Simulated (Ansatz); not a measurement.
System: GaI2, charge 1, multiplicity 1. 
Coordinates optimised at B3LYP-D3(BJ)/def2-TZVP (Ansatz, a first-principles code):
```xyz
3

Ga     0.0000     0.0000     0.0000
I      0.0000     0.0000     2.3869
I      0.0000     0.0000    -2.3869
```
Charge +1, spin multiplicity 1.

Basis-set convergence of Hartree-Fock and MP2 correlation energies (hartree) with Ansatz. Cores are frozen in the correlated levels unless marked. Spin-orbit coupling is left out. Frozen are the shells of the preceding noble gas and the d and f shells that filled before the atom's block. In def2 rows, elements after Kr have scalar-relativistic effective core potentials.

```csv
basis,functions,E(HF),"E(corr, MP2)"
def2-SVP,84,-2516.14503,-0.23379
def2-TZVPP,148,-2516.41619,-0.31544
def2-QZVPP,253,-2516.45806,-0.35543
```

Extrapolating the two largest sets (X = 3 and 4) as X^-3: E(corr) = (64·(-0.35543) - 27·(-0.31544))/37 = -0.3846 Eh, an estimate of the basis-set limit. The largest set recovers 92.4 % of it, the smallest 60.8 %.
